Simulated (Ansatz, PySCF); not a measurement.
3-chloro-1H-silole (C4H5ClSi), SMILES ClC1C=C[SiH2]C=1. Atoms are numbered in the order given.

```xyz
11

Cl     0.1297     2.3510     0.0000
C      0.0604     0.6108     0.0000
C      1.1457    -0.1966     0.0000
Si     0.4680    -1.9403     0.0000
C     -1.3177    -1.3577     0.0000
C     -1.2893    -0.0056     0.0000
H      2.1650     0.1925     0.0000
H      0.8381    -2.7316    -1.2124
H      0.8381    -2.7316     1.2124
H     -2.2570    -1.9165     0.0000
H     -2.1701     0.6463     0.0000
```
Charge 0, spin multiplicity 1.

Geometry optimised at r2SCAN-D4/def2-SVP.

Two levels are set side by side: PBE-D3(BJ)/def2-SVP (Ansatz, a first-principles code) and r2SCAN-D4/def2-SVP (Ansatz). Each level has its own optimised geometry; the coordinates shown are those of the second. Frequencies come from the Hessian of PySCF at each geometry. Differences are taken from unrounded values.

| quantity | r2SCAN-D4 |
|---|---|
| mean bond length (Å) | 1.450 |
| bond Cl1–C2 (Å) | 1.742 |
| bond C2–C3 (Å) | 1.353 |
| bond C2–C6 (Å) | 1.484 |
| bond C3–Si4 (Å) | 1.871 |
| bond Si4–C5 (Å) | 1.878 |
| bond C5–C6 (Å) | 1.352 |
| bond C3–H7 (Å) | 1.091 |
| bond Si4–H8 (Å) | 1.494 |
| bond Si4–H9 (Å) | 1.494 |
| bond C5–H10 (Å) | 1.093 |
| bond C6–H11 (Å) | 1.096 |
| highest harmonic wavenumber (cm⁻¹) | 3234 |
| mean harmonic wavenumber (cm⁻¹) | 1176 |
| zero-point energy (kcal/mol) | 45.41 |

Q: What does PBE-D3(BJ) give, and how far is it from r2SCAN-D4? (The exact figures need the calculation; the answer reports its results.)

A: 
```csv
quantity,PBE-D3(BJ),PBE-D3(BJ) minus r2SCAN-D4
mean bond length (Å),1.457,0.007
bond Cl1–C2 (Å),1.745,0.004
bond C2–C3 (Å),1.360,0.007
bond C2–C6 (Å),1.488,0.004
bond C3–Si4 (Å),1.879,0.008
bond Si4–C5 (Å),1.886,0.008
bond C5–C6 (Å),1.359,0.006
bond C3–H7 (Å),1.097,0.006
bond Si4–H8 (Å),1.505,0.011
bond Si4–H9 (Å),1.505,0.011
bond C5–H10 (Å),1.099,0.006
bond C6–H11 (Å),1.102,0.007
highest harmonic wavenumber (cm⁻¹),3171,-63
mean harmonic wavenumber (cm⁻¹),1147,-30
zero-point energy (kcal/mol),44.25,-1.15
```
